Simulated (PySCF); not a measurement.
BrSiN + HCl → ClSiN + HBr

Level: PBE0 in the def2-TZVP basis family, all electrons, no relativity, computed in PySCF with density fitting; open shells unrestricted.

```tsv
species	state and structure	E (Eh)	ZPE (kJ/mol)	H(298 K) − H(0) (kJ/mol)	S° (J/(mol K))
BrSiN	singlet, C∞v, Si–Br 2.171 Å, Si–N 1.559 Å; Br–Si–N 180.0°	-2917.86304	11.4	13.2	272.3
HCl	singlet, C∞v, H–Cl 1.279 Å	-460.66440	17.9	8.7	186.6
ClSiN	singlet, C∞v, Si–Cl 2.009 Å, Si–N 1.558 Å; Cl–Si–N 180.0°	-804.06637	12.2	12.9	261.3
HBr	singlet, C∞v, H–Br 1.421 Å	-2574.45811	16.0	8.7	198.5
```

Task: What is the electronic reaction energy?

Result: At PBE0/def2-TZVP, ΔE = 7.8 kJ/mol from the differences of the total energies times 2625.5, uphill. 

Task: Add zero-point, thermal and entropy terms for 298.15 K and 1 bar.

Result: ΔZPE = -1.1 and Δ[H(298) − H(0)] = -0.3 kJ/mol give ΔH° = 6.4 kJ/mol. ΔS° = 0.9 J/(mol K), so ΔG° = 6.4 − 298.15 × (0.0009) = 6 kJ/mol and log₁₀K = -1.1.

Only the bonding shown was studied: isomers, or loss of a ligand pair, can lie lower.
